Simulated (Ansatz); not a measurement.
`CCCCC(C)C` + `NB(F)S` → `CNB(F)S` + `CCCC(C)C`  (substitution at a C–C bond)

Program: Ansatz. Geometries: PBE0-D4/def2-TZVP. ΔE: electronic, gas phase. CCSD(T)/CBS adds triple-zeta CCSD(T) − MP2 to the extrapolated MP2 energy (def2 sets, frozen cores). This one scheme is used for every species. DFT in def2-TZVPP. B3LYP here is the variant with VWN-RPA as its local correlation; programs differ in this. Each species was taken in one conformer, which may not be the lowest.

| level | ΔE (kcal/mol) | difference from CCSD(T)/CBS |
| --- | --- | --- |
| r2SCAN-D4 | 8.1 | -0.3 |
| B3LYP-D4 | 7.3 | -1.1 |
| B2PLYP | 8.0 | -0.4 |
| PBE | 7.8 | -0.6 |
| PBE0 | 8.2 | -0.2 |
| B3LYP | 7.7 | -0.7 |
| CCSD(T)/def2-TZVPP | 8.2 | -0.2 |
| HF/def2-QZVPP | 8.2 | -0.2 |
| MP2/def2-QZVPP | 8.8 | 0.4 |
| SCS-MP2/def2-QZVPP | 8.4 | 0.0 |
| CCSD(T)/CBS | 8.4 | 0 |

Largest T1 diagnostic among the species: 0.012.
